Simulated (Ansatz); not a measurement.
Geometry optimisation, Ansatz 0.2.0, RKS BHLYP/6-31G.

The input (input.yaml):

```yaml
crystal:
  periodic: [false, false, false]
  atoms:
    - { symbol: Cl, position_ang: [-1.2996, 2.2434, -0.2473] }
    - { symbol: C, position_ang: [-1.2423, 0.5295, 0.0091] }
    - { symbol: C, position_ang: [0.0456, 0.0106, -0.578] }
    - { symbol: B, position_ang: [0.6274, -1.3897, 0.0598] }
    - { symbol: C, position_ang: [1.2415, 0.0306, 0.3238] }
    - { symbol: H, position_ang: [-1.3376, 0.3475, 1.0983] }
    - { symbol: H, position_ang: [-2.0572, 0.043, -0.5113] }
    - { symbol: H, position_ang: [0.3209, 0.1395, -1.6566] }
    - { symbol: H, position_ang: [0.4711, -2.5523, 0.2484] }
    - { symbol: H, position_ang: [1.0754, 0.4015, 1.4016] }
    - { symbol: H, position_ang: [2.22, 0.1395, -0.1273] }
basis:
  gaussian: { orbitals: "6-31G" }
hamiltonian:
  xc: { name: BHLYP }
relax:
  f_tol: 0.02
  max_steps: 40
scf:
  lower_state_search: "off"
```

Run as:

```bash
$ ansatz run input.yaml --threads 1 --pin off --max-ram 2048MiB --backend cpu --events-out ev --progress --plain --runs-dir out
```

**Question.** Where does it end, and by what steps?

**Answer.** The forces met the threshold. Limits of this set-up: no polarisation functions. After 5 steps the energy has fallen by 0.781 eV; H7 moved furthest, 0.19 Å.

```tsv
step	energy less start (eV)	largest force component (eV/Å)	accepted
0	0.0000	3.453	yes
1	-0.6280	2.231	yes
2	-0.7573	0.919	yes
3	-0.7785	0.154	yes
4	-0.7810	0.060	yes
5	-0.7812	0.016	yes
```

```xyz
11
Properties=species:S:1:pos:R:3
Cl -1.265 2.369 -0.134
C -1.253 0.468 -0.039
C 0.030 -0.099 -0.524
B 0.630 -1.386 0.103
C 1.299 -0.038 0.355
H -1.453 0.268 1.004
H -2.098 0.177 -0.644
H 0.200 0.061 -1.580
H 0.548 -2.541 0.287
H 1.207 0.427 1.328
H 2.221 0.237 -0.134
```

Whether the end is a true minimum wasn't checked by a vibrational analysis.

Run time: 21 s on 1 thread of Intel(R) Xeon(R) Platinum 8375C CPU @ 2.90GHz (Ice Lake) (shared host), peak memory 0.15 GiB.
